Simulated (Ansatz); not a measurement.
Consider the hydrogenolysis of the Si–C bond: `C[SiH2]SCF` + H₂ → `FCS[SiH3]` + CH₄.

Calculated with Ansatz (gas phase, PBE0-D4/def2-TZVP geometries, no zero-point term in ΔE). CBS: MP2 limit from def2 TZ/QZ plus the TZ coupled-cluster correction, frozen cores. This one scheme is used for every species. DFT in def2-TZVPP. B3LYP here is the variant with VWN-RPA as its local correlation; programs differ in this. Each species was taken in one conformer, which may not be the lowest.

CCSD(T)/CBS gives -0.19 eV.

(1) Another level gave -0.19 eV. Which?
A. PBE0-D4/def2-TZVPP
B. HF/def2-TZVPP
C. B3LYP/def2-TZVPP
D. PBE0/def2-TZVPP

Largest T1 diagnostic among the species: 0.012.

Results:

(1) A. PBE0-D4 -0.19, PBE0 -0.25, HF/def2-TZVPP -0.44, B3LYP -0.32 eV.

The D4 term adds +0.10 eV with B3LYP and +0.06 eV with PBE0; it sums over pairs of atoms, weighted by their polarisabilities, and B3LYP, whose exchange is more repulsive, gets the larger term. In def2-TZVPP, CCSD(T) changes the Hartree–Fock value by +0.23 eV (the triples alone add +0.04 eV) and MP2 by +0.29 eV.
